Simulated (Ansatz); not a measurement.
Ge₂Se₃⁻, relaxed as a doublet with UKS r2SCAN-D4/def2-SVPD in Ansatz, starting from the GFN2-xTB geometry. Force threshold 0.02 eV/Å.

The relaxation made no stability test and no search for a lower SCF solution. Another isomer (doublet) lies 0.39 eV lower at PBE0-D4/def2-TZVPD; other spin states weren't run for this one.

Start:

```xyz
5

Ge    0.4592    1.0160   -1.5318
Ge   -0.0325   -0.5018    1.1617
Se   -1.8405   -1.8001    0.5638
Se   -0.4458    1.9944    0.4535
Se    1.8596   -0.7085   -0.6473
```

```
        step   energy (eV)  largest force component (eV/Å)  SCF passes
           1  -309053.0510                           0.540          25
           2  -309053.1187                           0.259          29
           3  -309053.1426                           0.151          25
           4  -309053.1671                           0.164          25
           5  -309053.2227                           0.395          28
           6  -309053.2644                           0.615          29
           7  -309053.3386                           0.172          29
           8  -309053.3438                           0.234          25
9 (rejected)  -309053.3237                           0.276          27
          10  -309053.3516                           0.066          24
          11  -309053.3536                           0.024          24
          12  -309053.3538                           0.005          23
```

Force components are those of the run's own axes.

End:

| atom | x (Å) | y (Å) | z (Å) |
| --- | --- | --- | --- |
| Ge1 | 1.127 | 1.511 | -1.349 |
| Ge2 | -0.150 | -0.515 | 0.950 |
| Se3 | -1.826 | -2.002 | 1.091 |
| Se4 | -0.676 | 1.793 | 0.179 |
| Se5 | 1.525 | -0.787 | -0.872 |

By distances, no bond broke or formed. The bond that changes most is Ge2–Se4, from 2.63 to 2.49 Å (atoms count from 1).

No frequencies were taken in this run, so the end may be a saddle point.

Run time 2.1 min (4 threads of Arm Neoverse V1 on a shared host).
